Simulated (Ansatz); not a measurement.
```xyz
3

O     0.0000    0.0000   -1.2720
O     0.0000    0.0000    0.0000
O     0.0000    1.2773    0.6452
```

Basis set: cc-pVTZ (spherical functions). Correlated methods keep 3 orbitals frozen. Charge 0, multiplicity 1.

Computed with Ansatz (development build ahead of 0.2.0); the reference of a correlated method needn't be the lowest determinant of its kind. Restricted open shells among the atoms or ions are ROHF, correlated in semicanonical orbitals with singles.

(1) Give the atomization energy at this shape (free ground-state atoms in the same class of orbitals less the molecule, no zero-point energy) of singlet O₃ by RHF-CCSD(T), RHF-CCSD.

## Answers

(1)

| method | atomization energy |
| --- | --- |
| RHF-CCSD(T) | 5.49 eV |
| RHF-CCSD | 4.17 eV |

Caution: large share of triples, a single reference is doubtful; the reference determinant was not shown to be the lowest; the shape is not the minimum.
